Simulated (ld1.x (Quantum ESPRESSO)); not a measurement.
# Varying the TM potential for tin

Base potential:

- Element: tin
- Generator: ld1.x (Quantum ESPRESSO) 7.5
- Type: norm-conserving Troullier–Martins (Kleinman–Bylander form)
- Functional: LDA (PZ)
- Relativity: scalar-relativistic
- Frozen core: [Kr] 4d10
- Valence charge: 4
- Reference configuration: 5s1.75 5p2.25
- Partial waves: 5p (bound): rc 2.00 bohr; 5s (bound): rc 1.60 bohr
- Local potential: the s channel
- Core correction: none

Cutoffs, loose and tight: the cutoffs (Ry, on a coarse ladder) from which the occupation-weighted sum of valence levels, in a spherical-Bessel basis at the reference potential, stays within 10 and 1 mRy of its value at 400 Ry. They do not see the model core or the augmentation charge, which bear on the density cutoff. Test errors are all-electron minus pseudo excitation energies from the reference, over the configurations 5s2 5p2; 5s2 5p1; 5s2 5p0; 5s1 5p2; 5s1 5p3; 5s0 5p4; 5s1 5p0 (two spin-polarised tests are not counted in the largest error). A dash means not determined; rows that change the core or the reference have their own tests.

A true bound ghost makes a file unfit for plane-wave use even where its test errors are small: the radial tests pick states by their node count and pass the ghost by.

| change | outcome | cutoff, loose | cutoff, tight | bound ghosts | largest test error (meV) |
| --- | --- | --- | --- | --- | --- |
| base | generated | 35 Ry | 90 Ry | none | +296 |
| wave 5s (bound): rc 1.60 bohr becomes 5s (bound): rc 1.46 bohr | generated | 40 Ry | 140 Ry | none | +331 |
| wave 5p (bound): rc 2.00 bohr becomes 5p (bound): rc 2.50 bohr | generated | 35 Ry | 90 Ry | none | +303 |
| reference 5s2 5p2 | generated | 40 Ry | 90 Ry | none | +306 |
| functional BLYP | generated | 35 Ry | 90 Ry | none | +436 |
| core correction a·sin(br)/r model core inside 0.92 bohr | generated | 35 Ry | 90 Ry | none | -295 |
| core [Kr], valence charge 14; reference 4d10 5s1.75 5p2.25; waves now 5s (bound): rc 1.85 bohr; 4d (bound): rc 1.40 bohr; 5p (bound): rc 2.20 bohr; local potential the p channel; core correction a·sin(br)/r model core, default radius (core density twice the valence density) | generated | 90 Ry | 140 Ry | none | -360 over the solved tests; 1 of 9 tests not solved or not reliable |
| all radii scaled by about 0.74 (s 1.18, p 1.48 bohr) | generated | 160 Ry | over 300 Ry | p, s (extra level of the local part) | -214 |
| local potential all-electron potential smoothed inside 1.90 bohr (lloc = -2) | generated | 35 Ry | 90 Ry | none | +313 |
| wave 5p (bound): rc 2.00 bohr becomes 5p (bound): rc 2.78 bohr | generated | 35 Ry | 90 Ry | none | +291 |
